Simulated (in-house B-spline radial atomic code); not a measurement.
Successive ionisation energies of palladium; each step leads to the configuration of the next row (after the last: [Ar] 3d2). NIST's values go from ground level to ground level; the uncertainty of those that are theory runs from under 0.1 % in few-electron ions to several per cent in heavy many-electron ones. Computed with an all-electron radial atomic-structure program (B-spline basis): non-relativistic Hartree-Fock, average of the configuration, point nuclei.

This level leaves out relativity, spin-orbit splitting included, which matters for heavy ions.

| ion | configuration | ionisation energy (eV) | tabulated value (eV) | computed minus tabulated (eV) | highest orbital | largest mean radius (bohr) |
| --- | --- | --- | --- | --- | --- | --- |
| Pd17+ | [Ar] 3d10 4s1 | 446.3 | 457.5 | -11.2 | 4s | 0.83995 |
| Pd18+ | [Ar] 3d10 | 815.5 | 810 | 5.5 | 3d | 0.38483 |
| Pd19+ | [Ar] 3d9 | ? | ? | ? | ? | ? |
| Pd20+ | [Ar] 3d8 | 942.2 | 933 | 9.2 | 3d | 0.37831 |
| Pd21+ | [Ar] 3d7 | ? | ? | ? | ? | ? |
| Pd22+ | [Ar] 3d6 | 1075.3 | 1065 | 10.3 | 3d | 0.37186 |
| Pd23+ | [Ar] 3d5 | 1144.2 | 1145 | -0.8 | 3d | 0.36867 |
| Pd24+ | [Ar] 3d4 | 1214.7 | 1218 | -3.3 | 3d | 0.36551 |
| Pd25+ | [Ar] 3d3 | 1286.8 | 1290 | -3.2 | 3d | 0.36238 |

Q: Fill in the row of Pd19+.

A: ionisation energy (eV): 878.0; tabulated value (eV): 869; computed minus tabulated (eV): 9.0; highest orbital: 3d; largest mean radius (bohr): 0.38157.

Q: Fill in the row of Pd21+.

A: ionisation energy (eV): 1008.0; tabulated value (eV): 1000; computed minus tabulated (eV): 8.0; highest orbital: 3d; largest mean radius (bohr): 0.37508.

Q: Where is the largest jump?

A: From Pd17+ to Pd18+, by a factor of 1.83 (446.25 to 815.48 eV); the highest orbital goes from 4s to 3d.
